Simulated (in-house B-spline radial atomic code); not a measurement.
Configurations of Eu⁷⁺, with energies counted from [Kr] 4d10 4f5 5s2 5p3. All numbers are computed (Dirac-Hartree-Fock, average of configuration; Fermi nucleus of rms radius 5.1115 fm) with an all-electron radial atomic-structure program (B-spline basis), not measured. Energies include first-order Breit, QED and recoil terms.

Occupations are held fixed; configurations that lie above the ionisation limit could autoionise.

| configuration | E - E(ref) (eV) | highest orbital | its <r> (bohr) |
| --- | --- | --- | --- |
| [Kr] 4d10 4f5 5s2 5p2 5d1 | 34.855 | 5d5/2 | 1.733 |
| [Kr] 4d10 4f4 5s2 5p3 6s1 | 44.019 | 6s1/2 | 2.453 |
| [Kr] 4d10 4f4 5s2 5p3 6d1 | 66.023 | 6d5/2 | 3.246 |
| [Kr] 4d10 4f5 5s2 5p2 6d1 | 71.015 | 6d5/2 | 3.279 |
| [Kr] 4d10 4f5 5s2 5p2 7d1 | 86.908 | 7d5/2 | 5.136 |
| [Kr] 4d10 4f5 5s2 5p2 8s1 | 89.51 | 8s1/2 | 5.98 |
| [Kr] 4d10 4f4 5s2 5p3 9d1 | 96.533 | 9d5/2 | 9.907 |
| [Kr] 4d10 4f5 5s2 5p2 9s1 | 97.221 | 9s1/2 | 8.287 |
| [Kr] 4d9 4f5 5s2 5p3 8s1 | 227.43 | 8s1/2 | 5.942 |
| [Kr] 4d9 4f5 5s2 5p3 9s1 | 235.22 | 9s1/2 | 8.242 |

(1) Order these further configurations by energy, lowest first.
A. [Kr] 4d9 4f5 5s2 5p3 7s1
B. [Kr] 4d9 4f5 5s2 5p3 9g1
C. [Kr] 4d9 4f5 5s2 5p3 6g1
D. [Kr] 4d10 4f5 5s2 5p2 5g1
E. [Kr] 4d9 4f5 5s2 5p3 6s1

(2) How far above the reference does [Kr] 4d10 4f5 5s2 5p2 9d1 lie?

(3) How far above the reference does [Kr] 4d10 4f4 5s2 5p3 5d1 lie?

(4) How far above the reference does [Kr] 4d10 4f5 5s2 5p2 8d1 lie?

(5) One of these lies 49.26 eV from the reference. Which?
A. [Kr] 4d10 4f4 5s2 5p3 5g1
B. [Kr] 4d10 4f5 5s2 5p2 7g1
C. [Kr] 4d10 4f5 5s2 5p2 6s1

## Answers

(1) D (81.671 eV), E (186.52 eV), A (213.87 eV), C (230.41 eV), B (244.15 eV).

(2) 101.1 eV; its least bound orbital is 9d5/2 with <r> = 9.961 bohr.

(3) 28.417 eV; its least bound orbital is 5d5/2 with <r> = 1.698 bohr.

(4) 95.695 eV; its least bound orbital is 8d5/2 with <r> = 7.362 bohr.

(5) C.
